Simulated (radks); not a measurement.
V+, configuration [Ar] 3d1 4p3 (not the ground configuration). All-electron calculation, scalar-relativistic Kohn-Sham, LDA (Slater exchange, Perdew-Wang correlation), spin-polarised, spherical densities, point nucleus; open shells are filled with parallel spins first. Program: a radial shooting solver on a logarithmic mesh with Libxc functionals.

Normalised radial functions P(r) = r R(r), r in bohr:

| r | 3s up |
|---|---|
| 0.004273 | 0.0992 |
| 0.005608 | 0.1257 |
| 0.007361 | 0.1575 |
| 0.009585 | 0.1935 |
| 0.01258 | 0.2349 |
| 0.01651 | 0.2780 |
| 0.02168 | 0.3174 |
| 0.02823 | 0.3435 |
| 0.03705 | 0.3451 |
| 0.04863 | 0.3039 |
| 0.06332 | 0.2063 |
| 0.08312 | 0.0365 |
| 0.1091 | -0.1931 |
| 0.1432 | -0.4357 |
| 0.1865 | -0.5987 |
| 0.2448 | -0.5815 |
| 0.3213 | -0.2978 |
| 0.4183 | 0.2020 |
| 0.5491 | 0.7682 |
| 0.7207 | 1.1236 |
| 0.946 | 1.1022 |
| 1.232 | 0.7905 |
| 1.617 | 0.4038 |
| 2.122 | 0.1417 |
| 2.763 | 0.0333 |
| 3.627 | 0.0043 |
| 4.761 | 0.0003 |
| 6.249 | 0.0000 |
| 8.138 | 0.0000 |
| 10.68 | 0.0000 |

3s up: eigenvalue -93.837 eV, 2 radial nodes at r = 0.0872, 0.380 bohr, <r> = 0.929 bohr, 90 % of the charge inside 1.38 bohr.
